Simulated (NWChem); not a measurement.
Molecule: Si$_{2}$H$_{5}$SF; SMILES F[SiH2]S[SiH3]

```xyz
9

Si     0.6208    -1.7460     0.0499
S     -0.9674    -0.4242    -0.5857
Si    -0.2907     1.3927     0.2906
F      1.1761     1.7898    -0.2844
H      1.7716    -1.6977    -0.8949
H      1.0778    -1.3545     1.4165
H      0.0404    -3.1175     0.0687
H     -0.1429     1.2710     1.7647
H     -1.2685     2.4371    -0.1065
```
Atoms are numbered in this order, from 1.

Level: PBE0/def2-SVP (NWChem), optimised geometry, unscaled harmonic frequencies. 

```
frequency (cm⁻¹)  IR intensity (km/mol)
----------------  ---------------------
31                                  2.4
76                                  0.5
133                                 1.0
252                                 9.2
489                                 9.9
530                                93.6
592                                60.9
626                                20.9
660                                27.0
739                                16.2
869                                28.4
892                               426.8
925                                40.7
944                                40.5
948                                69.3
956                               247.4
2236                               50.1
2257                               84.2
2265                               85.5
2270                               86.6
2289                              109.6
```

```yaml
zero_point_energy: 30.0 kcal/mol
thermal correction to the enthalpy at 298.15 K (with zero-point energy): 34.9 kcal/mol
heat capacity Cv: 22.6 cal/(mol K)
entropy at 298.15 K and 1 atm (symmetry number 1): 85.2 cal/(mol K)
dipole_moment: 1.18 D
```

Rigid rotor and harmonic oscillator; modes under 100 cm⁻¹ make the entropy uncertain.
